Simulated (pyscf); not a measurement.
Single points on ωB97X-D3(BJ)/def2-SVP structures (PySCF, gas phase). MP2 and CC: frozen core, UHF for open shells. ΔMP2 is the change of the MP2 total energy from the triple- to the quadruple-zeta basis.

Task: What is the homolytic dissociation enthalpy (298 K, CCSD(T)/def2-TZVPP + ΔMP2(QZVPP)) of the As–Ge bond of HO–AsH–GeH₃, to HO–AsH• + GeH₃•?

Result: As–Ge to HO–AsH• + GeH₃•: 56.7 kcal/mol. Other isomers of HO–AsH• were not searched in full and may lie lower. The CCSD(T) − MP2 part came from Ansatz, without density fitting, on the same reference. The frozen core leaves the outer d or s,p core shells of the metals and heavy elements correlated in the MP2 and CC values, and def2-TZVPP describes them poorly, which can shift differences by a few kcal/mol. Elements up to Kr have no core potential and no relativistic terms here.
